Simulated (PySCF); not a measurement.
## Trend along the fifth-period p block: MAl molecules

CCSD(T) with double-zeta basis sets in PySCF, for the lowest determinant that a PBE0 search found; no spin–orbit coupling. De refers to high-spin ground-configuration atoms.

```
 M       basis  reference, frozen orbitals  state (unpaired electrons)  Re (Å)  ωe (cm⁻¹)  De (eV)
In    def2-SVP                      UHF, 9          triplet (σ ↑, π ↑)   2.877        209     1.15
Sn  x2c-SVPall                     UHF, 23         quartet (σ ↑, π ↑↑)   2.671        270     2.00
Sb   def2-SVPD                      UHF, 9              triplet (π ↑↑)   2.770        251     1.47
Te    def2-SVP                      UHF, 9               doublet (σ ↑)   2.390        402     2.76
 I    def2-SVP                      RHF, 9      singlet (closed shell)   2.543        327     3.68
```

The shortest bond is that of AlTe (2.390 Å), the longest that of AlIn (2.877 Å). AlI is bound most strongly (3.68 eV) and AlIn least (1.15 eV).

The rows differ in basis set, which adds steps of its own.

The state changes along the series, so neighbouring rows are not always alike in their bonding.

Correlated steps freeze the inner cores (9 to 23 orbitals); shallow outer-core shells are correlated. Correlated levels converge slowly with the basis: in double zeta they bind strong bonds too weakly, by up to about 1 eV, and carry superposition errors of some tenths. These are scalar-relativistic numbers at best; spin–orbit coupling would shift them, the dissociation energy most. Where the molecule has an RHF reference, its open-shell atoms are computed with UHF. States were picked by a PBE0 search and need not be the measured ground states.
